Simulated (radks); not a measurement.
The numbers below are computed, except where a source is named.
Pr III, 57 electrons, occupied as [Kr] 4d10 4f3 5s1 5p6 5d1 (not the ground configuration). Level of theory: scalar-relativistic Kohn-Sham, r2SCAN, spin-unpolarised, spherical densities, finite nucleus; meta-GGA in the generalised Kohn-Sham scheme; Fermi nuclear charge, rms radius 4.8919 fm (a radial shooting solver on a logarithmic mesh with Libxc functionals).

Local quantities along the radius. ELF = 1/(1 + alpha^2) is the electron localisation function; alpha = (tau - tau_W)/tau_unif compares the Pauli kinetic energy density with that of the uniform gas; r v_xc is r times the local exchange-correlation potential (hartree bohr, multiplicative part alone). tau is taken from the large components.

r (bohr)	ELF	alpha	r v_xc
0.001142	0.999	0.02403	-0.1217
0.001524	0.999	0.02474	-0.1425
0.002048	0.999	0.02635	-0.1711
0.002732	0.999	0.02914	-0.2070
0.003673	0.999	0.03397	-0.2532
0.004899	0.998	0.04193	-0.3076
0.006587	0.997	0.05634	-0.3733
0.008785	0.993	0.08279	-0.4454
0.01181	0.981	0.1392	-0.5267
0.01575	0.934	0.2648	-0.6121
0.02118	0.752	0.5741	-0.6546
0.02825	0.433	1.144	-0.5711
0.03798	0.330	1.426	-0.7036
0.05065	0.530	0.9409	-0.8629
0.0681	0.736	0.5995	-1.042
0.09083	0.672	0.6989	-1.090
0.1221	0.369	1.309	-1.012
0.1629	0.441	1.126	-1.187
0.219	0.734	0.6026	-1.477
0.2921	0.640	0.7506	-1.370
0.3927	0.200	2.001	-1.141
0.5238	0.597	0.8211	-1.473
0.7042	0.731	0.6073	-1.526
0.9392	0.389	1.253	-1.172
1.263	0.297	1.538	-1.165
1.684	0.610	0.7994	-1.229
2.264	0.501	0.9976	-1.014
3.02	0.118	2.740	-0.5059
4.06	0.010	9.761	-0.3952
5.416	0.001	31.24	-0.2196
7.281	0.000	167.2	-0.07860

On this mesh the ELF has minima near r = 0.038, 0.14, 0.39, 1.1 bohr, which separate the shells, and maxima near 0.079 (0.74), 0.25 (0.75), 0.60 (0.74), 1.9 (0.62).

Self-consistent cycle (total energy in hartree, residual of the potential): 1: -9232.003254, 6e+00; 2: -9234.807114, 3e+00; 3: -9235.699303, 8e-01; 4: -9235.822083, 3e-01; 5: -9235.841836, 5e-02; 6: -9235.844670, 2e-03; 7: -9235.844681, 7e-04; 8: -9235.844669, 5e-05; 9: -9235.844669, 1e-05; 10: -9235.844669, 1e-06.
